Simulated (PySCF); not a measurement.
C2H8InN. Atoms are numbered in the order given.

```xyz
12

In    -0.3119    -0.5084     0.0000
H     -1.4130    -1.8373     0.0000
C     -0.6267     1.6391     0.0000
C      0.6639     2.4481     0.0000
H     -1.2477     1.8791    -0.8790
H     -1.2477     1.8791     0.8790
H      1.2847     2.2333     0.8846
H      1.2847     2.2333    -0.8846
H      0.4690     3.5346     0.0000
N      1.6459    -1.0275     0.0000
H      1.9963    -1.9782     0.0000
H      2.4107    -0.3626     0.0000
```
Charge 0, spin multiplicity 1.

Coordinates come from a PBE0-D3(BJ)/def2-SVP optimisation. The structure was generated by enumeration; whether it is a known compound was not checked. The def2 effective core potentials stand for the cores of In; spin–orbit coupling is left out. The values are those of a single conformer.

The numbers are results of PySCF 2.14.0 with PBE0-D3(BJ)/def2-SVP, not measurements.

Frequencies are harmonic and unscaled.

Computed harmonic wavenumbers and intensities:
| mode | ν (cm⁻¹) | IR (km/mol) | Raman (Å⁴/amu) | depolarisation | moving atoms (share of kinetic energy) |
|---|---|---|---|---|---|
| 1 | 53 | 0.4 | 0.8 | 0.75 | H 49 %, C 31 %, N 16 % |
| 2 | 88 | 1.5 | 1.9 | 0.74 | N 45 %, H 26 %, C 22 % |
| 3 | 179 | 171.3 | 1.0 | 0.75 | H 83 %, N 16 % |
| 4 | 213 | 25.5 | 0.2 | 0.75 | H 91 % |
| 5 | 235 | 6.1 | 1.7 | 0.43 | C 55 %, H 25 %, In 17 % |
| 6 | 326 | 0.2 | 1.3 | 0.75 | H 96 % |
| 7 | 457 | 66.7 | 26.8 | 0.35 | H 91 % |
| 8 | 470 | 9.4 | 4.2 | 0.75 | H 99 % |
| 9 | 488 | 35.0 | 14.2 | 0.18 | C 64 %, H 26 %, In 10 % |
| 10 | 609 | 40.1 | 18.0 | 0.25 | N 74 %, H 16 %, In 10 % |
| 11 | 632 | 21.8 | 0.9 | 0.75 | H 81 %, C 18 % |
| 12 | 670 | 109.0 | 5.5 | 0.67 | H 82 %, N 17 % |
| 13 | 938 | 1.1 | 0.0 | – | H 92 %, C 8 % |
| 14 | 966 | 9.7 | 3.5 | 0.47 | H 84 %, C 16 % |
| 15 | 1060 | 11.0 | 6.3 | 0.74 | C 74 %, H 26 % |
| 16 | 1195 | 8.0 | 31.9 | 0.27 | H 65 %, C 34 % |
| 17 | 1243 | 1.9 | 1.4 | 0.75 | H 77 %, C 23 % |
| 18 | 1392 | 4.7 | 8.0 | 0.63 | H 82 %, C 18 % |
| 19 | 1436 | 2.9 | 8.8 | 0.75 | H 89 %, C 11 % |
| 20 | 1470 | 3.7 | 15.7 | 0.70 | H 96 % |
| 21 | 1475 | 7.8 | 19.5 | 0.75 | H 97 % |
| 22 | 1511 | 12.5 | 5.0 | 0.63 | H 90 %, N 10 % |
| 23 | 1797 | 254.4 | 267.0 | 0.24 | H 99 % |
| 24 | 3036 | 44.2 | 183.2 | 0.08 | H 97 % |
| 25 | 3069 | 9.8 | 129.3 | 0.14 | H 95 % |
| 26 | 3117 | 23.6 | 125.4 | 0.66 | H 91 %, C 9 % |
| 27 | 3118 | 0.2 | 127.8 | 0.75 | H 91 %, C 9 % |
| 28 | 3140 | 26.0 | 14.2 | 0.75 | H 91 %, C 9 % |
| 29 | 3610 | 13.1 | 208.6 | 0.12 | H 96 % |
| 30 | 3722 | 19.8 | 111.4 | 0.73 | H 91 %, N 9 % |
